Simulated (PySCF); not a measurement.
AgI, charge -1, doublet, at a GFN2-xTB geometry (such geometries of metal compounds can be far from the true shape) (the multiplicity is a formal guess) (all electrons, no relativity) (in this run its highest filled SCF level lies above zero, so its values depend strongly on the basis, on diffuse functions most of all); B3LYP/3-21G run with PySCF.

PySCF was given this input:
```python
from pyscf import gto, scf, dft

mol = gto.M(
    atom='''
Ag   -0.00000000   -0.00000000   -1.61329523
I     0.00000000    0.00000000    1.43065803
''',
    basis='3-21g',
    charge=-1,
    spin=1,
    verbose=4,
)

mf = dft.UKS(mol)
mf.xc = 'b3lyp'
mf.kernel()
mf.analyze()
```

Predict the main parts of the log of this PySCF run.


```
PySCF version 2.14.0

[INPUT] verbose = 4
[INPUT] num. atoms = 2
[INPUT] num. electrons = 101
[INPUT] charge = -1
[INPUT] spin (= nelec alpha-beta = 2S) = 1
[INPUT] symmetry False subgroup None
[INPUT] Mole.unit = angstrom
[INPUT] Symbol           X                Y                Z      unit          X                Y                Z       unit  Magmom
[INPUT]  1 Ag     0.000000000000   0.000000000000  -1.613295230000 AA    0.000000000000   0.000000000000  -3.048686142767 Bohr   0.0
[INPUT]  2 I      0.000000000000   0.000000000000   1.430658030000 AA    0.000000000000   0.000000000000   2.703551854610 Bohr   0.0

nuclear repulsion = 433.048841361552
number of shells = 27
number of NR pGTOs = 162
number of NR cGTOs = 67
basis = 3-21g
ecp = {}

******** <class 'pyscf.dft.uks.UKS'> ********
method = UKS
initial guess = minao
damping factor = 0
level_shift factor = 0
DIIS = <class 'pyscf.scf.diis.CDIIS'>
diis_start_cycle = 1
diis_space = 8
diis_damp = 0
SCF conv_tol = 1e-09
SCF conv_tol_grad = None
SCF max_cycles = 50
direct_scf = True
direct_scf_tol = 1e-13
number electrons alpha = 51  beta = 50
XC library pyscf.dft.libxc version 7.1.2
    S. Lehtola, C. Steigemann, M. J. T. Oliveira, and M. A. L. Marques,  SoftwareX 7, 1–5 (2018)
XC functionals = b3lyp
    P. J. Stephens, F. J. Devlin, C. F. Chabalowski, and M. J. Frisch,  J. Phys. Chem. 98, 11623 (1994)
radial grids:
    Treutler-Ahlrichs [JCP 102, 346 (1995); DOI:10.1063/1.469408] (M4) radial grids

becke partition: Becke, JCP 88, 2547 (1988); DOI:10.1063/1.454033
pruning grids: <function nwchem_prune>
grids dens level: 3
symmetrized grids: False
atomic radii adjust function: <function treutler_atomic_radii_adjust>
small_rho_cutoff = 0
Set gradient conv threshold to 3.16228e-05
tot grids = 44400
init E= -12038.9363848412

cycle= 1 E= -12065.9998153144  delta_E= -27.1  |g|= 0.364  |ddm|= 0.97
cycle= 2 E= -12065.9878183088  delta_E= 0.012  |g|= 0.413  |ddm|= 1.42
cycle= 3 E= -12066.0762981224  delta_E= -0.0885  |g|= 0.0113  |ddm|= 0.67
cycle= 4 E= -12066.0765663355  delta_E= -0.000268  |g|= 0.00763  |ddm|= 0.0736
cycle= 5 E= -12066.0766291523  delta_E= -6.28e-05  |g|= 0.00244  |ddm|= 0.0231
cycle= 6 E= -12066.0766345257  delta_E= -5.37e-06  |g|= 0.000328  |ddm|= 0.00838
cycle= 7 E= -12066.0766346961  delta_E= -1.7e-07  |g|= 3.43e-05  |ddm|= 0.00195
cycle= 8 E= -12066.0766346985  delta_E= -2.43e-09  |g|= 5.99e-06  |ddm|= 0.000179
cycle= 9 E= -12066.0766346987  delta_E= -1.13e-10  |g|= 1.4e-06  |ddm|= 3.35e-05
Extra cycle  E= -12066.0766346986  delta_E= 3.64e-11  |g|= 8.91e-07  |ddm|= 7.32e-06
converged SCF energy = -12066.0766346986  <S^2> = 0.75071439  2S+1 = 2.0007143
**** SCF Summaries ****
Total Energy =                      -12066.076634698623820
Nuclear Repulsion Energy =             433.048841361552263
One-electron Energy =               -17523.255267806736811
Two-electron Energy =                 5024.129791746560841
Two-electron Coulomb Energy =         5346.937633893250677
DFT Exchange-Correlation Energy =     -322.807842146690064
**** MO energy ****
                             alpha | beta                alpha | beta
MO #1   energy= -1158.49429188002  | -1158.49413912592  occ= 1 | 1
MO #2   energy= -898.330294161573  | -898.32991192607   occ= 1 | 1
MO #3   energy= -175.300767882729  | -175.300660613987  occ= 1 | 1
MO #4   energy= -164.0707661558    | -164.070441620066  occ= 1 | 1
MO #5   energy= -164.07010302257   | -164.070031501788  occ= 1 | 1
MO #6   energy= -164.07010302257   | -164.070031501788  occ= 1 | 1
MO #7   energy= -130.350557834956  | -130.350356348349  occ= 1 | 1
MO #8   energy= -120.854698561883  | -120.854650973472  occ= 1 | 1
MO #9   energy= -120.854698561882  | -120.854650973472  occ= 1 | 1
MO #10  energy= -120.854689549775  | -120.854333755985  occ= 1 | 1
MO #11  energy= -35.4868071141983  | -35.4866409374002  occ= 1 | 1
MO #12  energy= -30.6490513899508  | -30.6486175117387  occ= 1 | 1
MO #13  energy= -30.6476315562898  | -30.6475246933347  occ= 1 | 1
MO #14  energy= -30.6476315562897  | -30.6475246933346  occ= 1 | 1
MO #15  energy= -23.9764303306663  | -23.9758720363815  occ= 1 | 1
MO #16  energy= -22.5758040969597  | -22.5755545698002  occ= 1 | 1
MO #17  energy= -22.5754211982402  | -22.5752183360867  occ= 1 | 1
MO #18  energy= -22.5754211982402  | -22.5752183360867  occ= 1 | 1
MO #19  energy= -22.5744916590137  | -22.5744278021981  occ= 1 | 1
MO #20  energy= -22.5744914346522  | -22.5744275779085  occ= 1 | 1
MO #21  energy= -19.9496596884003  | -19.9491445686832  occ= 1 | 1
MO #22  energy= -19.9496596884003  | -19.9491445686831  occ= 1 | 1
MO #23  energy= -19.9480302909952  | -19.9478940756358  occ= 1 | 1
MO #24  energy= -13.4526024880195  | -13.4522168737267  occ= 1 | 1
MO #25  energy= -13.4526020578965  | -13.4522164321861  occ= 1 | 1
MO #26  energy= -13.4513516420737  | -13.4512915917664  occ= 1 | 1
MO #27  energy= -13.4513516420737  | -13.4512915917663  occ= 1 | 1
MO #28  energy= -13.4511716711753  | -13.4509829301592  occ= 1 | 1
MO #29  energy= -6.12801561321543  | -6.12758126971782  occ= 1 | 1
MO #30  energy= -4.42944700027494  | -4.42854595946585  occ= 1 | 1
MO #31  energy= -4.42562852467871  | -4.4254081648794   occ= 1 | 1
MO #32  energy= -4.42562852467865  | -4.42540816487937  occ= 1 | 1
MO #33  energy= -3.16672131009698  | -3.16525354047246  occ= 1 | 1
MO #34  energy= -1.88910697190246  | -1.88804278950175  occ= 1 | 1
MO #35  energy= -1.8890857237538   | -1.88797536492357  occ= 1 | 1
MO #36  energy= -1.88908572375373  | -1.88797536492351  occ= 1 | 1
MO #37  energy= -1.80860078603737  | -1.80785185775597  occ= 1 | 1
MO #38  energy= -1.80738494681731  | -1.80677356460811  occ= 1 | 1
MO #39  energy= -1.80738494681721  | -1.80677356460807  occ= 1 | 1
MO #40  energy= -1.80421690999043  | -1.80403163564153  occ= 1 | 1
MO #41  energy= -1.80421518448896  | -1.80402990983412  occ= 1 | 1
MO #42  energy= -0.41279827938762  | -0.40961845181346  occ= 1 | 1
MO #43  energy= -0.134343518243124 | -0.129496668018428 occ= 1 | 1
MO #44  energy= -0.125278606890881 | -0.122495503355405 occ= 1 | 1
MO #45  energy= -0.125278606890872 | -0.122495503355398 occ= 1 | 1
MO #46  energy= -0.123821545270654 | -0.121437747478054 occ= 1 | 1
MO #47  energy= -0.123821455080284 | -0.121437703821804 occ= 1 | 1
MO #48  energy= -0.0711233617364548 | -0.0645439353754858 occ= 1 | 1
MO #49  energy= -0.0544782724247172 | -0.0532602856419636 occ= 1 | 1
MO #50  energy= -0.0544782724246834 | -0.0532602856419505 occ= 1 | 1
MO #51  energy= 0.0165265172624305 | 0.0745699973519578 occ= 1 | 0
MO #52  energy= 0.129273616792775  | 0.139032529560348  occ= 0 | 0
MO #53  energy= 0.129273616792797  | 0.139032529560351  occ= 0 | 0
MO #54  energy= 0.160662632135225  | 0.170648708604098  occ= 0 | 0
MO #55  energy= 0.236655583528666  | 0.247517835848743  occ= 0 | 0
MO #56  energy= 0.294719442044296  | 0.303591007045162  occ= 0 | 0
MO #57  energy= 0.294719442044394  | 0.303591007045216  occ= 0 | 0
MO #58  energy= 0.318929617294815  | 0.332327458436727  occ= 0 | 0
MO #59  energy= 0.580196933000652  | 0.582069279989041  occ= 0 | 0

To work with the spin densities directly, `use mulliken_meta_spin()` only printing them here.

 ** Mulliken spin pop alpha/beta on meta-lowdin orthogonal AOs **
 ** Mulliken Spin Density (per AO)  **
spin_pop of  0 Ag 1s        0.00000
spin_pop of  0 Ag 2s        0.00000
spin_pop of  0 Ag 3s        0.00003
spin_pop of  0 Ag 4s        0.00009
spin_pop of  0 Ag 5s        0.73947
spin_pop of  0 Ag 6s        0.01760
spin_pop of  0 Ag 2px      -0.00000
spin_pop of  0 Ag 2py      -0.00000
spin_pop of  0 Ag 2pz       0.00000
spin_pop of  0 Ag 3px      -0.00000
spin_pop of  0 Ag 3py      -0.00000
spin_pop of  0 Ag 3pz       0.00000
spin_pop of  0 Ag 4px      -0.00003
spin_pop of  0 Ag 4py      -0.00003
spin_pop of  0 Ag 4pz      -0.00003
spin_pop of  0 Ag 5px       0.00065
spin_pop of  0 Ag 5py       0.00065
spin_pop of  0 Ag 5pz       0.04017
spin_pop of  0 Ag 6px       0.00049
spin_pop of  0 Ag 6py       0.00049
spin_pop of  0 Ag 6pz       0.05598
spin_pop of  0 Ag 3dxy      0.00000
spin_pop of  0 Ag 3dyz      0.00000
spin_pop of  0 Ag 3dz^2     0.00000
spin_pop of  0 Ag 3dxz      0.00000
spin_pop of  0 Ag 3dx2-y2    0.00000
spin_pop of  0 Ag 4dxy      0.00006
spin_pop of  0 Ag 4dyz     -0.00021
spin_pop of  0 Ag 4dz^2     0.00871
spin_pop of  0 Ag 4dxz     -0.00021
spin_pop of  0 Ag 4dx2-y2    0.00006
spin_pop of  0 Ag 5dxy     -0.00006
spin_pop of  0 Ag 5dyz     -0.00009
spin_pop of  0 Ag 5dz^2     0.00000
spin_pop of  0 Ag 5dxz     -0.00009
spin_pop of  0 Ag 5dx2-y2   -0.00006
spin_pop of  1 I 1s        0.00000
spin_pop of  1 I 2s        0.00000
spin_pop of  1 I 3s        0.00000
spin_pop of  1 I 4s        0.00002
spin_pop of  1 I 5s        0.01184
spin_pop of  1 I 6s        0.00339
spin_pop of  1 I 2px       0.00000
spin_pop of  1 I 2py       0.00000
spin_pop of  1 I 2pz       0.00000
spin_pop of  1 I 3px       0.00000
spin_pop of  1 I 3py       0.00000
spin_pop of  1 I 3pz       0.00001
spin_pop of  1 I 4px      -0.00000
spin_pop of  1 I 4py      -0.00000
spin_pop of  1 I 4pz       0.00005
spin_pop of  1 I 5px      -0.00071
spin_pop of  1 I 5py      -0.00071
spin_pop of  1 I 5pz       0.11776
spin_pop of  1 I 6px      -0.00011
spin_pop of  1 I 6py      -0.00011
spin_pop of  1 I 6pz       0.00488
spin_pop of  1 I 3dxy      0.00000
spin_pop of  1 I 3dyz     -0.00000
spin_pop of  1 I 3dz^2     0.00000
spin_pop of  1 I 3dxz     -0.00000
spin_pop of  1 I 3dx2-y2    0.00000
spin_pop of  1 I 4dxy      0.00000
spin_pop of  1 I 4dyz     -0.00000
spin_pop of  1 I 4dz^2     0.00000
spin_pop of  1 I 4dxz     -0.00000
spin_pop of  1 I 4dx2-y2    0.00000
 ** Mulliken Spin Density (per atom)  **
spin density of  0 Ag =      0.86371
spin density of  1 I =      0.13629
 ** Mulliken pop alpha/beta on meta-lowdin orthogonal AOs **
 ** Mulliken pop       alpha | beta **
In total            51.00000 | 50.00000
 ** Mulliken atomic charges   ( Nelec_alpha | Nelec_beta ) **
charge of  0Ag =     -0.22711  (    24.04541     23.18170 )
charge of  1I =     -0.77289  (    26.95459     26.81830 )

WARN: System has nonzero charge -1; the dipole moment is origin-dependent.
Location of origin: [0. 0. 0.]

Dipole moment(X, Y, Z, Debye): -0.00000, -0.00000,  0.77225
```
